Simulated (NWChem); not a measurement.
Species: HfHOCl₂ cation; SMILES [OH][Hf+]([Cl])[Cl]

```xyz
5

Hf     0.1966    -0.0004    -0.4252
Cl    -0.9425    -1.8311     0.3437
Cl    -0.9400     1.8314     0.3446
O      1.8566    -0.0018     0.4166
H      2.5848    -0.0019     1.0674
```
Atoms are numbered in this order, from 1.

All runs: NWChem. All runs use the structure optimised with PBE-D3(BJ)/def2-SVP. The spin multiplicity was typed, not searched, and may not be the lowest. def2 effective core potentials on Hf; no spin-orbit coupling. Static field.

Problem. Predict the results for PBE/def2-SVPD. Quantities: isotropic polarisability (bohr³); anisotropy (bohr³).

Solution. 
```
Property                          Result
--------------------------------  ------
isotropic polarisability (bohr³)    64.9
anisotropy (bohr³)                  29.6
```
